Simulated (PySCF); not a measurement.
CH7BGeO2 (SMILES OB(O)[CH2][GeH3]), singlet, geometry from GFN2-xTB; HF/def2-SVP, polarisability in PySCF.

Here is a job for PySCF.
```python
from pyscf import gto, scf
from pyscf.prop import polarizability

mol = gto.Mole()
mol.atom = '''
    Ge    1.203387    0.578561    0.041665
    C    -0.524045    0.319197   -0.874444
    B    -1.426087   -0.696090   -0.033693
    O    -1.365525   -2.033963   -0.217255
    O    -2.249911   -0.278779    0.953439
    H     2.075172    1.529831   -0.725965
    H     1.032820    1.147990    1.414682
    H     1.964866   -0.701783    0.180898
    H    -0.319791   -0.049636   -1.881063
    H    -0.997935    1.296232   -0.983379
    H    -0.776757   -2.334869   -0.907007
    H    -2.288550    0.665490    1.094208
'''
mol.basis = 'def2-svp'
mol.charge = 0
mol.spin = 0
mol.verbose = 4
mol.build()

mf = scf.RHF(mol)
mf.kernel()
alpha = mf.Polarizability().polarizability()[2, 2]
print('alpha_zz =', alpha)
```

Task: Write the output that PySCF gives for this input, abridged.

Result: 
```
site-packages/pyscf/prop/efg/rhf.py:45: UserWarning: Module EFG is under testing
  warnings.warn('Module EFG is under testing')
site-packages/pyscf/prop/efg/dhf.py:30: UserWarning: Module EFG is under testing
  warnings.warn('Module EFG is under testing')
site-packages/pyscf/prop/zfs/uhf.py:40: UserWarning: Module ZFS is under testing
  warnings.warn('Module ZFS is under testing')
site-packages/pyscf/prop/gtensor/uhf.py:43: UserWarning: Module g-tensor is under testing
  warnings.warn('Module g-tensor is under testing')
site-packages/pyscf/prop/gtensor/uks.py:41: UserWarning: Module g-tensor is under testing
  warnings.warn('Module g-tensor is under testing')
site-packages/pyscf/prop/hfc/uks.py:35: UserWarning: Module HFC is under testing
  warnings.warn('Module HFC is under testing')
site-packages/pyscf/prop/magnetizability/rhf.py:39: UserWarning: Module magnetizability is under testing
  warnings.warn('Module magnetizability is under testing')
site-packages/pyscf/prop/magnetizability/uhf.py:37: UserWarning: Module magnetizability is under testing
  warnings.warn('Module magnetizability is under testing')
site-packages/pyscf/prop/magnetizability/rks.py:37: UserWarning: Module magnetizability is under testing
  warnings.warn('Module magnetizability is under testing')
site-packages/pyscf/prop/magnetizability/uks.py:39: UserWarning: Module magnetizability is under testing
  warnings.warn('Module magnetizability is under testing')
site-packages/pyscf/prop/polarizability/uhf.py:34: UserWarning: Module polarizability is under testing
  warnings.warn('Module polarizability is under testing')
site-packages/pyscf/prop/polarizability/rks.py:29: UserWarning: Module polarizability is under testing
  warnings.warn('Module polarizability is under testing')
site-packages/pyscf/prop/polarizability/uks.py:29: UserWarning: Module polarizability is under testing
  warnings.warn('Module polarizability is under testing')
PySCF version 2.14.0

[INPUT] verbose = 4
[INPUT] num. atoms = 12
[INPUT] num. electrons = 66
[INPUT] charge = 0
[INPUT] spin (= nelec alpha-beta = 2S) = 0
[INPUT] symmetry False subgroup None
[INPUT] Mole.unit = angstrom
[INPUT] Symbol           X                Y                Z      unit          X                Y                Z       unit  Magmom
[...]
nuclear repulsion = 331.863818125361
number of shells = 57
number of NR pGTOs = 219
number of NR cGTOs = 123
basis = def2-svp
ecp = {}

******** <class 'pyscf.scf.hf.RHF'> ********
method = RHF
initial guess = minao
damping factor = 0
level_shift factor = 0
DIIS = <class 'pyscf.scf.diis.CDIIS'>
diis_start_cycle = 1
diis_space = 8
diis_damp = 0
SCF conv_tol = 1e-09
SCF conv_tol_grad = None
SCF max_cycles = 50
direct_scf = True
direct_scf_tol = 1e-13
Set gradient conv threshold to 3.16228e-05
Initial guess from minao.
init E= -2291.30499852605
[...]
cycle= 1 E= -2291.29938871421  delta_E= 0.00561  |g|= 0.681  |ddm|= 3.24
[...]
cycle= 2 E= -2291.38412551582  delta_E= -0.0847  |g|= 0.359  |ddm|= 0.718
[...]
cycle= 3 E= -2291.40736930656  delta_E= -0.0232  |g|= 0.0594  |ddm|= 0.267
[...]
cycle= 4 E= -2291.40852640511  delta_E= -0.00116  |g|= 0.00889  |ddm|= 0.0772
[...]
cycle= 5 E= -2291.40856069942  delta_E= -3.43e-05  |g|= 0.00241  |ddm|= 0.0166
[...]
cycle= 6 E= -2291.40856289462  delta_E= -2.2e-06  |g|= 0.000936  |ddm|= 0.00434
[...]
cycle= 7 E= -2291.40856320488  delta_E= -3.1e-07  |g|= 0.000187  |ddm|= 0.00166
[...]
cycle= 8 E= -2291.40856322261  delta_E= -1.77e-08  |g|= 6.55e-05  |ddm|= 0.000407
[...]
cycle= 9 E= -2291.4085632241  delta_E= -1.49e-09  |g|= 1.33e-05  |ddm|= 0.000106
[...]
cycle= 10 E= -2291.40856322419  delta_E= -9.09e-11  |g|= 3.79e-06  |ddm|= 2.95e-05
[...]
Extra cycle  E= -2291.40856322423  delta_E= -4.14e-11  |g|= 1.7e-06  |ddm|= 6.43e-06
converged SCF energy = -2291.40856322423
Isotropic polarizability 50.4521961961
Polarizability anisotropy 5.3778134482
alpha_zz = 47.213044505621376
```
